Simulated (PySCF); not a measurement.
Ionisation energy of Pm³³⁺ by level of theory

Pm³³⁺ [Ar] 3d10 (1S) → Pm³⁴⁺ [Ar] 3d9 (2D), as a difference of total energies. Calculation: PySCF 2.14, in an even-tempered Gaussian basis (18 s from 5.3 bohr⁻², ratio 2.5; 13 p from 6.9 bohr⁻², ratio 2.5; 8 d from 6.9 bohr⁻², ratio 2.5; 4 f from 32 bohr⁻², ratio 2.7; 3 g from 48 bohr⁻², ratio 2.7); the spin-free X2C one-electron Hamiltonian (Gaussian nucleus). Correlated levels: outer shells: [Ne] frozen; virtual orbitals above 40 to 60 times the deepest correlated orbital energy dropped. The calculations carry no spin-orbit coupling.

```tsv
method	ionisation energy (eV)
UHF	2262.3
LDA	2261.2
PBE	2260.4
PBE0	2261.5
r2SCAN	2261.8
M06	2262.7
PBEsol	2260.5
MP2 (outer shells)	2264.0
SCS-MP2 (outer shells)	2263.7
```

A first-order spin-orbit estimate (lowest level to lowest level, LS coupling) adds -10.176 eV.

Breit and QED terms and the two-electron picture change are absent.

For comparison: 2251 ± 5 eV (theoretical estimate listed by NIST; NIST Atomic Spectra Database, ionization energies).
